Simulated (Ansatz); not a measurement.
Breaking the Zn1–I3 bond in FIZn (SMILES [F][Zn][I]) (multiplicity 1 held, fragments rigid). Energies count from the point at 2.411 Å.
Geometry at that point (charge 0, multiplicity 1):
```xyz
3

Zn     0.000     0.000    -1.217
F      0.000     0.000    -2.974
I      0.000     0.000     1.194
```

Restricted levels (R-, RO-) in cc, def2 and unpolarised 6-31G sets keep to the state of the molecule at rest. U- levels take the lowest unrestricted solution at each point, which mixes spins at long bonds. Active spaces are followed from a long bond inwards. Curves can end on different states.

Cores are frozen in the correlated methods. Filled d and f shells under p-block atoms count as core.

Run with Ansatz (a program for electronic structure) with Gaussian orbitals.  In def2 rows elements past Kr take small-core potentials, without spin–orbit coupling.

Energies in kcal/mol.

| R (Å) | U-HF/def2-SVP | R-MP2/def2-SVP | CASSCF(6,4)/def2-SVP | FIC-NEVPT4(SD) on CASSCF(6,4)/def2-SVP | FIC-MRCISD+Q on CASSCF(6,4)/def2-SVP |
|---|---|---|---|---|---|
| 1.929 | 73.5 | 68.2 | 74.3 | 69.7 | 70.4 |
| 2.170 | 14.8 | 12.5 | 15.7 | 13.3 | 13.5 |
| 2.411 | 0.0 | 0.0 | 0.0 | 0.0 | 0.0 |
| 2.652 | 3.7 | 5.2 | 2.3 | 4.3 | 4.2 |
| 2.893 | 14.8 | 17.0 | 11.7 | 15.1 | 15.0 |
| 3.255 | 35.5 | 37.7 | 29.0 | 33.5 | 33.9 |
| 3.616 | 49.1 | 56.9 | 44.6 | 50.6 | 50.7 |
| 4.219 | 57.5 | 81.2 | 60.9 | 68.3 | 68.2 |
| 4.822 | 59.5 | 95.6 | 66.3 | 74.3 | 74.2 |
| 5.545 | 59.7 | 102.0 | 67.4 | 75.7 | 75.2 |
| 6.509 | 59.7 | 99.2 | 67.4 | 75.7 | 75.3 |
| 7.715 | 59.7 | 88.3 | 67.5 | 75.6 | 75.3 |

Doubts at one or more of the structures used: a spin-contaminated determinant (U-HF/def2-SVP); a restricted determinant that unrestricted orbitals would lower (R-MP2/def2-SVP); active orbitals that take no part (CASSCF(6,4)/def2-SVP, FIC-NEVPT4(SD) on CASSCF(6,4)/def2-SVP, FIC-MRCISD+Q on CASSCF(6,4)/def2-SVP).
